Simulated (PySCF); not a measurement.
CH3AlFIO (SMILES C[O][Al]([F])[I]), singlet, at a GFN2-xTB geometry (such geometries of metal compounds can be far from the true shape) (core potentials on I); DF-R2SCAN/def2-TZVPPD run with PySCF.

The PySCF input:
```python
from pyscf import gto, scf, dft

mol = gto.M(
    atom='''
Al    0.87361253   -0.06285644   -0.76229203
F     2.20122642    0.87216246   -1.02626783
I    -0.73657837    0.52055415    1.04685936
O     0.60876528   -1.38017572   -1.69153332
C     0.35547820   -2.52050556   -2.46599022
H     0.03873923   -2.22083505   -3.46641176
H     1.26278325   -3.12214215   -2.54198070
H    -0.43386064   -3.11428218   -2.00073899
''',
    basis='def2-tzvppd',
    ecp={'I': 'def2-tzvppd'},
    verbose=4,
    max_memory=1800,
)

mf = dft.RKS(mol)
mf.xc = 'r2scan'
mf = mf.density_fit(auxbasis='def2-universal-jkfit')
mf.kernel()
```

The log (banner, timings and long lists left out):

```
PySCF version 2.14.0

[INPUT] verbose = 4
[INPUT] num. atoms = 8
[INPUT] num. electrons = 64
[INPUT] charge = 0
[INPUT] spin (= nelec alpha-beta = 2S) = 0
[INPUT] symmetry False subgroup None
[INPUT] Mole.unit = angstrom
[INPUT] Symbol           X                Y                Z      unit          X                Y                Z       unit  Magmom
[INPUT]  1 Al     0.873612530000  -0.062856440000  -0.762292030000 AA    1.650888420688  -0.118781456765  -1.440523163639 Bohr   0.0
[INPUT]  2 F      2.201226420000   0.872162460000  -1.026267830000 AA    4.159715071957   1.648148185527  -1.939365129152 Bohr   0.0
[INPUT]  3 I     -0.736578370000   0.520554150000   1.046859360000 AA   -1.391931388579   0.983704776506   1.978277481337 Bohr   0.0
[INPUT]  4 O      0.608765280000  -1.380175720000  -1.691533320000 AA    1.150399653344  -2.608154114574  -3.196534705376 Bohr   0.0
[INPUT]  5 C      0.355478200000  -2.520505560000  -2.465990220000 AA    0.671756441253  -4.763065203843  -4.660046141656 Bohr   0.0
[INPUT]  6 H      0.038739230000  -2.220835050000  -3.466411760000 AA    0.073206534977  -4.196770012335  -6.550568861372 Bohr   0.0
[INPUT]  7 H      1.262783250000  -3.122142150000  -2.541980700000 AA    2.386314497188  -5.899993585461  -4.803647336930 Bohr   0.0
[INPUT]  8 H     -0.433860640000  -3.114282180000  -2.000738990000 AA   -0.819877785829  -5.885140394813  -3.780848737839 Bohr   0.0

nuclear repulsion = 303.899902482137
number of shells = 97
number of NR pGTOs = 392
number of NR cGTOs = 275
basis = def2-tzvppd
ecp = {'I': 'def2-tzvppd'}

******** <class 'pyscf.df.df_jk.DFRKS'> ********
method = DFRKS
initial guess = minao
damping factor = 0
level_shift factor = 0
DIIS = <class 'pyscf.scf.diis.CDIIS'>
diis_start_cycle = 1
diis_space = 8
diis_damp = 0
SCF conv_tol = 1e-09
SCF conv_tol_grad = None
SCF max_cycles = 50
direct_scf = False
XC library pyscf.dft.libxc version 7.1.2
    S. Lehtola, C. Steigemann, M. J. T. Oliveira, and M. A. L. Marques,  SoftwareX 7, 1–5 (2018)
XC functionals = r2scan
    J. W. Furness, A. D. Kaplan, J. Ning, J. P. Perdew, and J. Sun,  J. Phys. Chem. Lett. 11, 8208–8215 (2020)
    J. W. Furness, A. D. Kaplan, J. Ning, J. P. Perdew, and J. Sun,  J. Phys. Chem. Lett. 11, 9248–9248 (2020)
    J. W. Furness, A. D. Kaplan, J. Ning, J. P. Perdew, and J. Sun,  J. Phys. Chem. Lett. 11, 8208–8215 (2020)
    J. W. Furness, A. D. Kaplan, J. Ning, J. P. Perdew, and J. Sun,  J. Phys. Chem. Lett. 11, 9248–9248 (2020)
radial grids:
    Treutler-Ahlrichs [JCP 102, 346 (1995); DOI:10.1063/1.469408] (M4) radial grids

becke partition: Becke, JCP 88, 2547 (1988); DOI:10.1063/1.454033
pruning grids: <function nwchem_prune>
grids dens level: 3
symmetrized grids: False
atomic radii adjust function: <function treutler_atomic_radii_adjust>
small_rho_cutoff = 0
Set gradient conv threshold to 3.16228e-05
Initial guess from minao.
tot grids = 113024
init E= -713.320170710229
  HOMO = -0.559764270351141  LUMO = -0.541643925853927  gap/eV = 0.49308
cycle= 1 E= -753.198104790468  delta_E= -39.9  |g|= 3.71  |ddm|=   21
  HOMO = -0.0181746604002447  LUMO = 0.0174849151999287  gap/eV = 0.97035
cycle= 2 E= -748.78779792473  delta_E= 4.41  |g|= 4.83  |ddm|= 78.7
  HOMO = -0.147842178258191  LUMO = -0.140337456323726  gap/eV = 0.20421
cycle= 3 E= -754.149667663962  delta_E= -5.36  |g|= 1.83  |ddm|= 78.3
  HOMO = -0.275605032001254  LUMO = -0.0927785037534825  gap/eV = 4.97496
cycle= 4 E= -755.144863065217  delta_E= -0.995  |g|= 1.15  |ddm|= 2.62
  HOMO = -0.213909655668607  LUMO = -0.0583251997620554  gap/eV = 4.23367
cycle= 5 E= -755.35200261415  delta_E= -0.207  |g|= 0.439  |ddm|= 0.838
  HOMO = -0.250358231777258  LUMO = -0.0582098351739919  gap/eV = 5.22862
cycle= 6 E= -755.384981096039  delta_E= -0.033  |g|= 0.186  |ddm|= 0.499
  HOMO = -0.256212721401839  LUMO = -0.064839695755713  gap/eV = 5.20753
cycle= 7 E= -755.390930237407  delta_E= -0.00595  |g|= 0.043  |ddm|= 0.139
  HOMO = -0.255595229288056  LUMO = -0.0636886066984138  gap/eV = 5.22205
cycle= 8 E= -755.391122619724  delta_E= -0.000192  |g|= 0.0257  |ddm|= 0.0493
  HOMO = -0.254487094552482  LUMO = -0.0629982787004168  gap/eV = 5.21068
cycle= 9 E= -755.391224507031  delta_E= -0.000102  |g|= 0.00542  |ddm|= 0.0197
  HOMO = -0.254769751377792  LUMO = -0.0629460552708078  gap/eV = 5.21979
cycle= 10 E= -755.391229442592  delta_E= -4.94e-06  |g|= 0.00106  |ddm|= 0.00572
  HOMO = -0.254872057896004  LUMO = -0.0629940056382478  gap/eV = 5.22127
cycle= 11 E= -755.391229577517  delta_E= -1.35e-07  |g|= 0.000567  |ddm|= 0.00144
  HOMO = -0.254852896907357  LUMO = -0.0630074617035299  gap/eV = 5.22038
cycle= 12 E= -755.391229644032  delta_E= -6.65e-08  |g|= 0.000132  |ddm|= 0.000662
  HOMO = -0.254847621861053  LUMO = -0.0629941740092066  gap/eV = 5.22060
cycle= 13 E= -755.39122964787  delta_E= -3.84e-09  |g|= 3.3e-05  |ddm|= 0.00017
  HOMO = -0.254846031112844  LUMO = -0.0629947160030918  gap/eV = 5.22054
cycle= 14 E= -755.391229648146  delta_E= -2.76e-10  |g|= 6.4e-06  |ddm|= 5.94e-05
  HOMO = -0.254846593195049  LUMO = -0.0629946914771223  gap/eV = 5.22056
Extra cycle  E= -755.391229648142  delta_E= 3.87e-12  |g|= 8.48e-06  |ddm|= 1.36e-05
converged SCF energy = -755.391229648142
```
